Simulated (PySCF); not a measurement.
NMR data simulated for an unnamed compound:

¹H NMR (500 MHz, computed): δ 5.42 (m, 1H), 4.81 (d, 1H), 2.21 (s, 3H).

¹³C{¹H} NMR (computed): δ 272.3 (C), 150.5 (C), 140.8 (C), 125.2 (CH), 95.3 (CH), 82.3 (C), 21.3 (CH3).

All values are calculated (PySCF 2.14.0 with density-fitted response routines): GFN2-xTB structure, shielding tensors at PBE0/pcSseg-1 (GIAO). No relativistic terms, one conformer, in vacuum, fast rotation and ring inversion assumed for equivalent nuclei.

Chemical shifts δ = σref − σ; ¹H, ¹³C against TMS, all at this level.

Task: Which of these does the molecule contain: an S-methyl group, a C≡C triple bond, a non-aromatic C=C double bond, a ketone, an ester?

Result: 
- An S-methyl group: no.
- A C≡C triple bond: yes (δC 125.2, 82.3; δH 4.81 (d)).
- A non-aromatic C=C double bond: yes.
- A ketone: no.
- An ester: no.

The data belong to SMILES C(#C)/C=C(/C)C(F)=C=O, C7H5FO; they needn't prove each group on their own.

Carbon signals by region: 1 in the far downfield region (above 160 ppm), 3 in the sp2 and nitrile region (100–160 ppm), 2 at 50–100 ppm, 1 below 50 ppm. Above 160 ppm: 272.3, central carbon of a ketene.

Splittings by ¹⁹F in the carbon and heteronuclear signals aren't shown, as no couplings were computed. Shifts are as computed. Against solution values, carbons near 30 ppm lie about +3 ppm off and those near 130 ppm about +5 ppm. Of 1211 compounds with measured shifts, 218 miss one by over three times the rms of a fit or turn the order of signals round; such compounds aren't used in these exercises. No couplings were computed; multiplicities are counted from neighbouring protons, with m where these are inequivalent, close in shift, in a saturated or five-membered ring or joined by F or P, and br s for small geminal =CH2 splittings.
